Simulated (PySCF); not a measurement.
Isomers of CH10FNSi3, mass 139.011 u with the commonest isotopes. Method used: CAM-B3LYP/def2-SVPD in PySCF (dipole) on a GFN2-xTB geometry, gas phase. One conformer each, none proved a minimum here; rigid rotors.

Question: Order these by radius of gyration √(Σ m r²/M), largest first.
A. `[F:1][SiH2:2][N:3]([SiH3:4])[CH2:5][SiH3:6]` with F1–Si2–N3–Si4 160°, Si2–N3–C5–Si6 -84°
B. `[CH3:1][SiH2:2][NH:3][SiH2:4][SiH2:5][F:6]` with C1–Si2–N3–Si4 -178°, Si2–N3–Si4–Si5 -161°, N3–Si4–Si5–F6 -179°
C. `[F:1][Si@@H:2]([CH2:3][SiH3:4])[NH:5][SiH3:6]` with F1–Si2–C3–Si4 -53°, F1–Si2–N5–Si6 49°
D. `[CH3:1][Si@H:2]([F:3])[N:4]([SiH3:5])[SiH3:6]` with C1–Si2–N4–Si5 -58°
E. `[CH3:1][SiH2:2][Si@H:3]([F:4])[NH:5][SiH3:6]` with C1–Si2–Si3–F4 46°, Si2–Si3–N5–Si6 -60°
F. `[CH3:1][NH:2][SiH2:3][SiH2:4][SiH2:5][F:6]` with C1–N2–Si3–Si4 54°, N2–Si3–Si4–Si5 -74°, Si3–Si4–Si5–F6 -12°

Answer: B (2.567 Å), C (2.353 Å), E (2.149 Å), F (2.126 Å), A (2.059 Å), D (1.967 Å).

Question: Order these by out-of-plane moment Σ m c² = (Ia + Ib − Ic)/2, largest first.
A. `[F:1][SiH2:2][N:3]([SiH3:4])[CH2:5][SiH3:6]` with F1–Si2–N3–Si4 160°, Si2–N3–C5–Si6 -84°
B. `[CH3:1][Si@H:2]([NH2:3])[SiH2:4][SiH2:5][F:6]` with C1–Si2–N3–H 65° and -73°, C1–Si2–Si4–Si5 91°, Si2–Si4–Si5–F6 -8°
C. `[CH3:1][SiH2:2][Si@H:3]([F:4])[NH:5][SiH3:6]` with C1–Si2–Si3–F4 46°, Si2–Si3–N5–Si6 -60°
D. `[CH3:1][Si@H:2]([F:3])[N:4]([SiH3:5])[SiH3:6]` with C1–Si2–N4–Si5 -58°
E. `[F:1][Si@@H:2]([CH2:3][SiH3:4])[NH:5][SiH3:6]` with F1–Si2–C3–Si4 -53°, F1–Si2–N5–Si6 49°
F. `[CH3:1][SiH2:2][NH:3][SiH2:4][SiH2:5][F:6]` with C1–Si2–N3–Si4 -178°, Si2–N3–Si4–Si5 -161°, N3–Si4–Si5–F6 -179°
G. `[CH3:1][NH:2][SiH2:3][SiH2:4][SiH2:5][F:6]` with C1–N2–Si3–Si4 54°, N2–Si3–Si4–Si5 -74°, Si3–Si4–Si5–F6 -12°

Answer: B (66.52 u·Å²), C (54.40 u·Å²), G (53.96 u·Å²), A (35.91 u·Å²), D (31.47 u·Å²), E (17.70 u·Å²), F (12.32 u·Å²).

Question: Order these by rotational constant B, largest first.
A. `[CH3:1][SiH2:2][NH:3][SiH2:4][SiH2:5][F:6]` with C1–Si2–N3–Si4 -178°, Si2–N3–Si4–Si5 -161°, N3–Si4–Si5–F6 -179°
B. `[CH3:1][NH:2][SiH2:3][SiH2:4][SiH2:5][F:6]` with C1–N2–Si3–Si4 54°, N2–Si3–Si4–Si5 -74°, Si3–Si4–Si5–F6 -12°
C. `[F:1][Si@@H:2]([CH2:3][SiH3:4])[NH:5][SiH3:6]` with F1–Si2–C3–Si4 -53°, F1–Si2–N5–Si6 49°
D. `[CH3:1][Si@H:2]([F:3])[N:4]([SiH3:5])[SiH3:6]` with C1–Si2–N4–Si5 -58°
E. `[CH3:1][Si@H:2]([NH2:3])[SiH2:4][SiH2:5][F:6]` with C1–Si2–N3–H 65° and -73°, C1–Si2–Si4–Si5 91°, Si2–Si4–Si5–F6 -8°
F. `[CH3:1][SiH2:2][Si@H:3]([F:4])[NH:5][SiH3:6]` with C1–Si2–Si3–F4 46°, Si2–Si3–N5–Si6 -60°
G. `[F:1][SiH2:2][N:3]([SiH3:4])[CH2:5][SiH3:6]` with F1–Si2–N3–Si4 160°, Si2–N3–C5–Si6 -84°

Answer: D (1543 MHz), G (1484 MHz), F (1107 MHz), B (1081 MHz), E (1033 MHz), C (726.7 MHz), A (598.7 MHz).

| SMILES | point group | Ia (u·Å²) | Ib (u·Å²) | Ic (u·Å²) | κ | μa (D) | μb (D) | μc (D) |
| --- | --- | --- | --- | --- | --- | --- | --- | --- |
| C[SiH2][Si@H](F)N[SiH3] | C1 | 239.88 | 456.62 | 587.71 | -0.60 | 0.54 | 1.17 | 0.14 |
| F[Si@@H](C[SiH3])N[SiH3] | C1 | 92.14 | 695.46 | 752.19 | -0.98 | 0.08 | 2.46 | 0.16 |
| C[SiH2]N[SiH2][SiH2]F | C1 | 84.38 | 844.18 | 903.92 | -0.99 | 2.28 | 1.55 | 0.43 |
| F[SiH2]N([SiH3])C[SiH3] | C1 | 284.38 | 340.61 | 553.17 | 0.32 | 0.82 | 1.15 | 0.26 |
| CN[SiH2][SiH2][SiH2]F | C1 | 214.89 | 467.56 | 574.54 | -0.73 | 0.87 | 0.24 | 0.92 |
| C[Si@H](F)N([SiH3])[SiH3] | C1 | 241.68 | 327.63 | 506.38 | 0.00 | 0.67 | 1.53 | 0.36 |
| C[Si@H](N)[SiH2][SiH2]F | C1 | 202.67 | 489.01 | 558.64 | -0.84 | 0.64 | 0.46 | 0.39 |
